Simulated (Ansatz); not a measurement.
Reactions of `COC(O)[SeH]`.

Computed with Ansatz on PBE0-D4/def2-TZVP structures; ΔE is electronic, products minus reactants. CBS: MP2 limit from def2 TZ/QZ plus the TZ coupled-cluster correction, frozen cores. This one scheme is used for every species. Functionals use def2-TZVPP. For Ge, Se outer-core shells are correlated without core-valence functions, which leaves a few kJ/mol of doubt a bond. Scalar relativity is left out up to krypton. Each species was taken in one conformer, which may not be the lowest.

| reaction | ωB97X-V (kJ/mol) | r2SCAN-D4 (kJ/mol) | PBE-D4 (kJ/mol) | ωB97M-V (kJ/mol) | CCSD(T)/CBS(def2) (kJ/mol) |
| --- | --- | --- | --- | --- | --- |
| `COC(O)[SeH]` + `[CH3][GeH]([CH3])[Cl]` → `[CH3][Ge]([CH3])([Cl])[SeH]` + `COCO` | -118 | -118 | -117 | -119 | -121 |
| `COC(O)[SeH]` + `BC=C` → `C=CB[SeH]` + `COCO` | -140 | -146 | -146 | -140 | -145 |
| `COC(O)[SeH]` + H₂ → `OC[SeH]` + CH₃OH | -59 | -56 | -58 | -60 | -63 |
| `COC(O)[SeH]` + H₂ → `COCO` + H₂Se | -74 | -65 | -62 | -72 | -70 |
| `COC(O)[SeH]` + `C=[CH][GeH3]` → `C=[C]([GeH3])[SeH]` + `COCO` | -17 | -17 | -19 | -16 | -20 |
| `COC(O)[SeH]` + H–F → `OC(F)[SeH]` + CH₃OH | -1 | -2 | -2 | 0 | 10 |
| `COC(O)[SeH]` → `C[Se]C(O)O` | -49 | -50 | -52 | -52 | -54 |
| `COC(O)[SeH]` + H₂ → `COC[SeH]` + H₂O | -77 | -75 | -77 | -79 | -86 |
| `COC(O)[SeH]` + H–F → `COC(F)[SeH]` + H₂O | -7 | -5 | -3 | -6 | 0 |
| `COC(O)[SeH]` + `N[SiH](O)S` → `N[Si](O)(S)[SeH]` + `COCO` | -121 | -122 | -121 | -122 | -124 |

Largest T1 diagnostic: 0.013, for `C=CB[SeH]`.
